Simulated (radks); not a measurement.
Problem. Spherical quantum dot in the effective-mass picture: electrons in a parabolic well V = omega^2 r^2 / 2 with omega = 0.0931, with a point charge +1 (a donor) at the centre, all in effective atomic units (hartree* = m*/eps^2 hartree, bohr* = eps/m* bohr), one dielectric constant everywhere. Method: non-relativistic Kohn-Sham, LDA (Slater exchange, Perdew-Wang correlation), spin-polarised, spherical densities; computed with a radial shooting solver with Libxc functionals. Levels are named by radial order and angular momentum (1s, 1p, 1d, 2s, ...), and open shells are averaged over m. At N = 31 the configuration is 1s2 1p6 1d10 2s2 1f(up 7, down 4). Does electron 32 go into 2p up or 2p down or 1f down?

Solution. Into 1f down. The total energies of the other choices lie higher by 0.0135 hartree* (2p up), 0.0153 hartree* (2p down).
